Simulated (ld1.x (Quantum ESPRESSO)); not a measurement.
**Transferability test, ultrasoft potential for Be**

- Element: beryllium (Be)
- Generator: ld1.x (Quantum ESPRESSO) 7.5
- Type: ultrasoft
- Functional: PBEsol
- Relativity: scalar-relativistic
- Frozen core: [He]
- Valence charge: 2
- Reference configuration: 2s1.5 2p0 (charge +0.5)
- Partial waves: 2s (bound): rcut 1.15, rcutus 1.50 bohr; 2s channel at 0.6 Ry: rcut 1.15, rcutus 1.50 bohr; 2p (bound, empty): rcut 2.80, rcutus 3.70 bohr; 2p channel at 3.55 Ry: rcut 2.80, rcutus 3.70 bohr; 3d channel at 0.15 Ry: rcut 2.80, rcutus 3.20 bohr; 3d channel at 2.25 Ry: rcut 2.80, rcutus 3.20 bohr
- Local potential: all-electron potential smoothed inside 1.75 bohr (lloc = -1)
- Core correction: a·sin(br)/r model core inside 1.55 bohr
- Augmentation charge: built from norm-conserving waves at rcut, not smoothed further

Energies are relative to the spin-unpolarised reference configuration 2s1.5 2p0; without spin polarisation the order of configurations can differ from experiment. Not all tests gave a result: test run stopped at test 4 of 5 (negative rho).

Its overlap operator is not positive definite in a basis up to 400 Ry (lowest eigenvalue d -5.72), so the file is unfit for use: the generalised eigenproblem breaks down once the basis is large enough, and its test numbers describe a broken file.

```json
{"valence configuration": "2s2 2p0", "charge": "0", "ΔE all-electron (eV)": "-3.721", "error AE − PS (meV)": "+0.5"}
{"valence configuration": "2s1 2p0", "charge": "+1", "ΔE all-electron (eV)": "5.736", "error AE − PS (meV)": "+1.0"}
{"valence configuration": "2s1 2p1", "charge": "0", "ΔE all-electron (eV)": "-0.127", "error AE − PS (meV)": "+1.8"}
```

Levels in the configuration 2s2 2p0:

```
level  all-electron (eV)  pseudo (eV)
   2s             -5.543       -5.544
```

Note: ghost state, extra bound levels that the all-electron valence spectrum of the same l lacks: p at -6.6 eV (d not tested). A true bound ghost makes a file unfit for plane-wave use.
